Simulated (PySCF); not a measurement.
(3E)-penta-1,3-diene (C₅H₈), SMILES C=C/C=C/C.

Coordinates come from a B3LYP-D3(BJ)/def2-SVP optimisation. The values are those of a single conformer.

Computed with ωB97X/def2-TZVP run with PySCF.

```
Quantity                                                                                                         Value
---------------------------------------------------------------------------------------------  -----------------------
total energy                                                                                        -195.32015 hartree
point group                                                                                                         Cs
highest occupied level                                                                                        -8.64 eV
lowest empty level                                                                                             1.43 eV
orbital gap                                                                                                   10.07 eV
dipole moment                                                                                                   0.66 D
quadrupole, principal values (traceless, Buckingham form, about the centre of nuclear charge)    -5.86, 2.56, 3.30 D·Å
mean static polarisability                                                                       67.8 bohr³ (10.05 Å³)
polarisability, principal values                                                               41.0, 54.0, 108.4 bohr³
```
